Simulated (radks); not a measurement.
Spherical quantum dot in the effective-mass picture: electrons in a hard-walled sphere of radius 1.28, with a point charge +1 (a donor) at the centre, all in effective atomic units (hartree* = m*/eps^2 hartree, bohr* = eps/m* bohr), one dielectric constant everywhere. Method: non-relativistic Kohn-Sham, exchange-only LDA, spin-polarised, spherical densities; computed with a radial shooting solver with Libxc functionals. Levels are named by radial order and angular momentum (1s, 1p, 1d, 2s, ...), and open shells are averaged over m. Results are scaled to m* = 0.029 and eps = 13.6, for which hartree* = 4.266 meV and bohr* = 24.82 nm.

N = 25, configuration 1s2 1p6 1d10 2s2 1f(up 5, down 0). This is the lowest configuration that the search found. Occupied and some empty levels:

| level | occupation | eigenvalue (meV) | <r> (nm) |
|---|---|---|---|
| 1s up | 1 | 121.35 | 18.39 |
| 1s down | 1 | 122.08 | 18.27 |
| 1p up | 3 | 131.20 | 20.52 |
| 1p down | 3 | 132.07 | 20.47 |
| 1d up | 5 | 145.28 | 21.76 |
| 1d down | 5 | 146.23 | 21.74 |
| 2s up | 1 | 157.92 | 14.55 |
| 2s down | 1 | 158.35 | 14.61 |
| 1f up | 5 | 163.34 | 22.66 |
| 1f down | 0 | 164.33 | 22.65 |
| 1g up | 0 | 185.09 | 23.36 |
| 2p up | 0 | 185.10 | 16.67 |
| 2p down | 0 | 185.60 | 16.67 |
| 1g down | 0 | 186.10 | 23.36 |
| 2d up | 0 | 214.21 | 18.10 |
| 2d down | 0 | 214.80 | 18.09 |

Energy (meV): total 2230.83, kinetic 1066.2, external -144.64, Hartree 1434.8, exchange-correlation -125.46.

Electron density:

| r (nm) | n(r) (e/nm^3) |
|---|---|
| 1.65 | 0.0005241 |
| 3.23 | 0.0004477 |
| 4.82 | 0.0003764 |
| 6.40 | 0.0003141 |
| 7.98 | 0.0002645 |
| 9.57 | 0.0002308 |
| 11.2 | 0.0002154 |
| 12.7 | 0.0002187 |
| 14.3 | 0.0002387 |
| 15.9 | 0.0002706 |
| 17.5 | 0.0003063 |
| 19.1 | 0.0003356 |
| 20.6 | 0.0003476 |
| 22.2 | 0.0003337 |
| 23.8 | 0.0002904 |
| 25.4 | 0.0002215 |
| 27.0 | 0.0001422 |
| 28.6 | 0.00006792 |
| 30.2 | 0.00001735 |
| 31.7 | 2.972e-08 |
